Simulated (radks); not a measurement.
Valence configurations of Sc+ (all share [Ar]). Calculated with a radial shooting solver on a logarithmic mesh with Libxc functionals: Dirac Kohn-Sham, PBE, spin-unpolarised, spherical densities, finite nucleus; open shells are shared between the two j in proportion to 2j + 1; Fermi nuclear charge, rms radius 3.5459 fm. Order these by energy: 4s2; 4s1 4p1; 3d1 4s1; 3d1 4s0.5 4p0.5; 3d0.5 4s1 4p0.5; 3d0.5 4s0.5 4p1; 3d1 4p1; 3d2; 3d1.5 4s0.5; 3d0.5 4s1.5.

Answer. From the lowest, in eV above it: 3d1 4s1 0.000; 3d1.5 4s0.5 0.129; 3d0.5 4s1.5 0.411; 3d2 0.681; 4s2 1.484; 3d1 4s0.5 4p0.5 1.709; 3d0.5 4s1 4p0.5 2.228; 3d1 4p1 3.430; 3d0.5 4s0.5 4p1 4.058; 4s1 4p1 5.364. NIST lists [Ar] 3d1 4s1 as the ground configuration; this level of theory agrees among the configurations tried. The energies are those of spherical spin-averaged densities, not of single terms.
